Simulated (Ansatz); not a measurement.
`ClC[SiH]1CC1` + H₂S → `S[SiH]1CC1` + `CCl` at 400 K and 1 bar (ligand exchange at the Si–C bond).

Isolated molecules relaxed with PBE0-D4/def2-TZVP in Ansatz; ΔE leaves out vibrations. CCSD(T)/CBS is the MP2 limit (def2-TZVPP, def2-QZVPP) plus CCSD(T) − MP2 in def2-TZVPP, frozen cores. This one scheme is used for every species. One conformer a species, not always the lowest.

| species | CCSD(T)/CBS energy (Eh) | H − E (kJ/mol) | S (J/(mol·K)) |
| --- | --- | --- | --- |
| `ClC[SiH]1CC1` | -867.19350 | 270.2 | 380.7 |
| H₂S | -398.97279 | 53.4 | 215.9 |
| `S[SiH]1CC1` | -766.55961 | 216.9 | 349.3 |
| `CCl` | -499.63220 | 114.2 | 247.0 |

H − E and S are ideal-gas, rigid-rotor, harmonic terms from PBE0-D4/def2-TZVP, for one conformer and one mirror image of each species. 1 Eh = 2625.50 kJ/mol, R = 8.31446 J/(mol·K).

**Question.** By hand: ΔE, ΔH, ΔS and ΔG.

**Answer.** ΔE = (-766.55961) + (-499.63220) − (-867.19350) − (-398.97279) = -0.02552 Eh = -67.0 kJ/mol. Δ(H − E) = 216.9 + 114.2 − 270.2 − 53.4 = 7.5, so ΔH = -59.5 kJ/mol. ΔS = 349.3 + 247.0 − 380.7 − 215.9 = -0.3 J/(mol·K). ΔG = -59.5 − 400 × (-0.3)/1000 = -59.4 kJ/mol.

**Question.** By hand: the equilibrium constant, and the temperature at which ΔG would vanish if ΔH and ΔS stayed fixed.

**Answer.** log₁₀ K = −ΔG/(RT ln 10) = 7.8. ΔG = 0 at ΔH/ΔS = 198333 K, far beyond where these terms or the molecules hold.

The number of gas molecules stays the same, so ΔS is small and ΔH decides. A doubt of 5 kJ/mol in ΔE shifts log₁₀ K by 0.7 here. Other conformers and mirror images would add mixing entropy, several J/(mol·K) or more a flexible species. These are equilibria of isolated gas molecules and say nothing of rates. Largest T1 diagnostic: 0.011 (customary marks: 0.02 for closed shells, 0.045 for open ones).
